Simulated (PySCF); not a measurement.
Se (selenium, neutral) across methods

[Ar] 3d10 4s1 4p4 5s1, high-spin 5P determinant (an excited configuration). Calculation: PySCF 2.14, in aug-cc-pVDZ-DK (6s5p3d, 36 functions); the spin-free X2C one-electron Hamiltonian (Gaussian nucleus).

```
 method  E (hartree)  mean ε 4p α (eV)  mean ε 4p β (eV)  mean ε 5s α (eV)  Σ⟨r²⟩ (bohr²)   ⟨S²⟩
   PBE0    -2428.792           -12.843            -9.645            -2.143          57.17  6.003
 r2SCAN    -2429.057           -11.992            -8.918            -1.736          57.29  6.005
 PBEsol    -2427.046           -11.376            -8.730            -1.720          57.05  6.002
LC-wPBE    -2428.775           -15.682           -12.348            -3.549          57.15  6.002
  wB97X    -2429.099           -15.111           -12.031            -3.176          57.08  6.003
    UHF  -2427.35695           -16.589           -10.868            -3.129          57.99  6.011
   PW91    -2429.260           -11.408            -8.816            -1.717          56.96  6.001
    PBE    -2428.744           -11.361            -8.768            -1.675          57.05  6.002
```

(1) Estimate the same row for LDA.

The outer electron is Rydberg-like, and this basis confines it to a smaller radius and binds it less than a complete one would.

Results:

(1) E (hartree) = -2425.471; mean ε 4p α (eV) = -11.433; mean ε 4p β (eV) = -8.897; mean ε 5s α (eV) = -1.789; Σ⟨r²⟩ (bohr²) = 56.85; ⟨S²⟩ = 6.001.
